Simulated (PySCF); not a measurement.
Cd(NH2)2 (CdH₄N₂), SMILES [NH2][Cd][NH2].

The structure is a stationary point at PBE0-D3(BJ)/def2-TZVP. The def2 effective core potentials stand for the cores of Cd; spin–orbit coupling is left out. One conformer was computed; it need not be the lowest.

All values below come from PBE0-D3(BJ)/def2-TZVP (PySCF).

Frequencies are harmonic and unscaled.

Computed vibrational spectrum:
| mode | ν (cm⁻¹) | IR (km/mol) | moving atoms (share of kinetic energy) |
|---|---|---|---|
| 1 | 142 | 15.7 | N 59 %, H 23 %, Cd 18 % |
| 2 | 148 | 4.5 | N 54 %, H 26 %, Cd 20 % |
| 3 | 164 | 18.1 | H 92 % |
| 4 | 496 | 33.5 | N 80 %, H 19 % |
| 5 | 547 | 182.3 | H 65 %, N 33 % |
| 6 | 593 | 49.5 | H 74 %, N 26 % |
| 7 | 629 | 44.4 | N 54 %, H 26 %, Cd 20 % |
| 8 | 796 | 23.8 | H 90 %, N 9 % |
| 9 | 797 | 20.5 | H 91 %, N 9 % |
| 10 | 1561 | 13.1 | H 92 %, N 8 % |
| 11 | 1561 | 8.9 | H 92 % |
| 12 | 3530 | 6.3 | H 96 % |
| 13 | 3530 | 1.1 | H 96 % |
| 14 | 3623 | 5.3 | H 92 %, N 8 % |
| 15 | 3623 | 5.7 | H 92 %, N 8 % |
